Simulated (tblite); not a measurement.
A tight-binding relaxation on `FBC#C[C@@H](Br)C1CC1`.

Computed with GFN2-xTB geometry optimisation, gas phase (tblite 0.8.0). Start geometry: from a force field or distance geometry. The command runs a driver script over a list of jobs; the input below is this job's line of settings and its coordinates in Å.

Command:
```bash
OMP_NUM_THREADS=1 python probes_run.py task.json out
```

Input:
```
{"job": {"kind": "relax", "xc": "GFN2-xTB", "basis": "xTB"}, "charge": 0, "multiplicity": 1}
F      3.697600     2.365900     0.335800
B      3.517600     0.939800     0.540000
C      2.188800     0.265300     0.154600
C      1.134800    -0.259800    -0.180300
C     -0.116900    -0.908400    -0.575900
Br     0.171700    -2.744800    -1.095600
C     -1.113800    -0.745700     0.535800
C     -1.396400     0.712100     0.877300
C     -2.444400    -0.178600     0.182400
H      4.489100     0.235000     0.479600
H     -0.575500    -0.382100    -1.468200
H     -1.066400    -1.443200     1.406800
H     -1.030500     1.511700     0.210100
H     -1.553700     0.930100     1.930300
H     -3.332500    -0.326800     0.817700
H     -2.577100     0.038400    -0.894400
```

**Question.** Estimate the output.

**Answer.** 
```
step      E/eV     max force
  0    -718.35541    3.401
  1    -718.70932    2.171
  2    -718.61996    5.550
  3    -718.97695    0.838
  4    -719.01766    0.576
  5    -719.07387    0.753
  6    -719.08937    0.542
  7    -719.10399    0.347
  8    -719.11550    0.278
  9    -719.12172    0.235
... (91 lines left out)
101    -719.20631    0.012
102    -719.20633    0.010
103    -719.20636    0.013
104    -719.20639    0.023
105    -719.20644    0.026
106    -719.20649    0.022
107    -719.20655    0.014
108    -719.20658    0.018
109    -719.20660    0.051
110    -719.20663    0.008
```

«max force» is the largest atomic force in eV/Å.

**Question.** From which step on does the largest force stay under 0.1 eV/Å, and how much energy is left to gain from there?

**Answer.** From step 53 (0.089 eV/Å), 9.2 meV above the end.

Summary of the converged run: energy lowered by 19.6 kcal/mol over 110 steps; largest atomic force 0.008 eV/Å at the end.

**Question.** Give the final coordinates.

**Answer.** 0.477 Å rms from the input after alignment:
```
atom  x, y, z in Å
F1     3.9791    1.9337    0.7531
B2     3.7698    0.6777    0.4210
C3     2.3743    0.2331    0.0518
C4     1.2552   -0.1092   -0.2513
C5    -0.0655   -0.5622   -0.5834
Br6    0.0342   -2.4915   -1.1554
C7    -1.0186   -0.4330    0.5722
C8    -1.8108    0.8354    0.7149
C9    -2.4944   -0.4322    0.3079
H10    4.6899   -0.0515    0.4300
H11   -0.4398   -0.0463   -1.4713
H12   -0.6667   -0.9132    1.4776
H13   -1.6734    1.6082   -0.0266
H14   -1.9771    1.2178    1.7097
H15   -3.1371   -0.9250    1.0203
H16   -2.8267   -0.5328   -0.7147
```

The run took 1.4 s on one thread of an Intel Xeon Platinum 8259CL at 2.50 GHz, shared host with 96 logical CPUs at a one-minute load of 42.
Labels such as C1 count atoms from 1, the log's own numbers from 0.
